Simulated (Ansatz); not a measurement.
FH4O2Si2, SMILES `O[Si](F)O[SiH3]` radical. The species carries charge 0 and has multiplicity 2.

```xyz
9

O    -0.738    0.149   -2.427
Si   -1.112    0.304   -0.845
F    -1.257    1.854   -0.467
O     0.129   -0.326   -0.031
Si    0.911   -0.560    1.394
H    -1.371    0.487   -3.063
H     1.653    0.669    1.765
H    -0.070   -0.889    2.459
H     1.855   -1.688    1.216
```

Q: Give the diagnostics of a CCSD(T)/def2-TZVPP run (frozen core, the Gaussian-basis code of Ansatz). (An estimate is asked.)

A: Computed: T1 = 0.0136, largest single amplitude 0.023, largest double 0.015, (T) share of the correlation energy 3.2 %, 10 CCSD cycles. ⟨S²⟩ of the UHF reference is 0.753 against 0.75 for a pure state. T1 lies under the customary mark of 0.045 for open shells.
